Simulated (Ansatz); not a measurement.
Input for Ansatz (an electronic-structure program):
Ansatz 0.2 input:
```yaml
crystal:
  periodic: [false, false, false]
  atoms:
    - {symbol: Sb, position_ang: [-0.00127204, -0.00020328, 0.05505928]}
    - {symbol: H, position_ang: [-0.86470800, -1.02953603, -0.96029863]}
    - {symbol: H, position_ang: [-0.42963901, 1.28781420, -0.94169143]}
    - {symbol: H, position_ang: [1.35922110, -0.24791083, -0.90603314]}
basis:
  gaussian:
    orbitals: STO-3G
hamiltonian:
  xc: pbe0
```

Problem. Give the number of basis functions at the level PBE0/STO-3G (Ansatz).

Solution. 30

Problem. What total energy does PBE0/STO-3G give?

Solution. -6254.9235 Eh
